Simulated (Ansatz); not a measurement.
Reaction (isomerisation): `C=CB(C)C=N` → `BCC1CC=N1`

Computed with Ansatz on PBE0-D4/def2-TZVP structures; ΔE is electronic, products minus reactants. CCSD(T)/CBS is the MP2 limit (def2-TZVPP, def2-QZVPP) plus CCSD(T) − MP2 in def2-TZVPP, frozen cores. One conformer a species, not always the lowest.

```json
{"species": "`C=CB(C)C=N`", "HF/def2-QZVPP energy (Eh)": "-235.32799"}
{"species": "`BCC1CC=N1`", "HF/def2-QZVPP energy (Eh)": "-235.28293"}
```

**Question.** Work out ΔE.

**Answer.** ΔE = (-235.28293) − (-235.32799) = 0.04506 Eh = +118.3 kJ/mol. CCSD(T)/CBS gives +112.5 kJ/mol.

Largest T1 diagnostic among the species: 0.012.

In def2-TZVPP, CCSD(T) changes the Hartree–Fock value by −7.5 kJ/mol (the triples alone add +1.5 kJ/mol) and MP2 by −17.3 kJ/mol. From PBE to PBE0 (25 % exact exchange), in def2-TZVPP and without D4, ΔE moves by −10.0 kJ/mol.
